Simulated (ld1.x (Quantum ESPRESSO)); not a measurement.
Br: one change to a TM potential, before and after

```
Element                 : Br
Generator               : ld1.x (Quantum ESPRESSO) 7.5
Type                    : norm-conserving Troullier–Martins (Kleinman–Bylander form)
Functional              : PBE
Relativity              : scalar-relativistic
Frozen core             : [Ar] 3d10
Valence charge          : 7
Reference configuration : 4s2 4p5
Partial waves           : 4s (bound): rc 1.40 bohr; 4p (bound): rc 1.45 bohr; 4d channel at 0.25 Ry: rc 1.10 bohr
Local potential         : all-electron potential smoothed inside 0.90 bohr (lloc = -1)
Core correction         : a·sin(br)/r model core inside 0.70 bohr
```

All-electron outer shells of the reference configuration (PBE, scalar-relativistic, ld1.x):

| shell | level (eV) | outermost node (bohr) | outermost maximum (bohr) |
| --- | --- | --- | --- |
| 3p | -173.49 | 0.21 | 0.48 |
| 3d | -66.72 | – | 0.43 |
| 4s | -20.13 | 0.67 | 1.41 |
| 4p | -7.86 | 0.70 | 1.66 |

Change: local potential the p channel.

Cutoffs: the cutoffs (Ry, on a coarse ladder) from which the occupation-weighted sum of valence levels, in a spherical-Bessel basis at the reference potential, stays within 10 and 1 mRy of its value at 400 Ry; they do not see the model core or the augmentation charge, which bear on the density cutoff. Errors are all-electron minus pseudo energies relative to the spin-unpolarised reference configuration.

**Question.** What does the change do?

**Answer.** The potential gets harder (45 Ry and 70 Ry → 50 Ry and 90 Ry); the bound ghosts move from d, s to d; of the 7 tests that both files solve, the error grows in 3 and shrinks in 3 by more than 15 % and 0.3 meV (median size 3.5 → 5.3 meV); the range in which the p phases agree widens (upper end 0.9 → at the end of the scan). In the separable form a ghost depends on how the local part lies against the semilocal potential of the channel, so the choice of the local part can create or remove one.

| quantity | base | changed |
| --- | --- | --- |
| cutoff, loose | 45 Ry | 50 Ry |
| cutoff, tight | 70 Ry | 90 Ry |
| loose cutoff by channel (10 mRy a level) | s 40 Ry, p 10 Ry | s 35 Ry, p 15 Ry |
| bound ghosts | d, s | d |
| error for 4s2 4p4, meV [ΔE 12.55 eV] | +3.5 | -1.6 |
| error for 4s2 4p3, meV [ΔE 35.31 eV] | +19 | -6.8 |
| error for 4s2 4p2, meV [ΔE 69.30 eV] | +37 | -29 |
| error for 4s2 4p5.3, meV [ΔE -1.96 eV] | +0.7 | +0.4 |
| error for 4s2 4p1, meV [ΔE 115.32 eV] | +10 | -95 |
| error for 4s2 4p4.5, meV [ΔE 5.07 eV] | +0.3 | -0.7 |
| error for 4s1 4p6, meV [ΔE 12.37 eV] | -2.1 | -5.3 |
| s: phases at 1.61 bohr within 0.05 rad from the reference energy up to (Ry; the scan ends near 5) | to the end of the scan | to the end of the scan |
| p: phases at 1.61 bohr within 0.05 rad from the reference energy up to (Ry; the scan ends near 5) | 0.9 | to the end of the scan |
| d: phases at 1.61 bohr within 0.05 rad from the reference energy up to (Ry; the scan ends near 5) | 1.5 | 1.7 |

 A true bound ghost makes a file unfit for plane-wave use even where its test errors are small: the radial tests pick states by their node count and pass the ghost by.
